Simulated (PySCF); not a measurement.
Relaxation of quintet [CoSe2]+

All numbers come from UPBE0 in PySCF with Co def2-SVP, Se def2-SVP; no relativity; density-fitted integrals. A (50,194) grid was used.

A hand-made side-on start, of C2v symmetry, held to at least that symmetry:

```xyz
3
charge 1 multiplicity 5, angstrom
Co    0.0000    0.0000   -1.4790
Se    1.1700    0.0000    0.5453
Se   -1.1700    0.0000    0.5453
```

What forces act on the atoms at the start (eV/Å)?


| atom | Fx | Fy | Fz |
| --- | --- | --- | --- |
| Co1 | 0.00 | 0.00 | -0.09 |
| Se2 | -0.50 | 0.00 | 0.04 |
| Se3 | 0.50 | 0.00 | 0.04 |

What does it relax to?

It ends at C2v with Co–Se 2.348 Å (×2), Se–Se 2.300 Å; Co–Se–Se 60.7° (×2), Se–Co–Se 58.6° (after a last refinement on a finer grid). A frequency run shows a minimum. Other isomers or separated fragments may lie lower.

How much energy is released, and in how many steps?

1.1 kJ/mol in 4 steps.

Other spin states or occupations of the open shell can lie lower.

The relaxation took 26 s on 2 threads of a shared Arm Neoverse V1 host, with 95 basis functions and 5 gradients; the process peaked at 0.57 GiB.
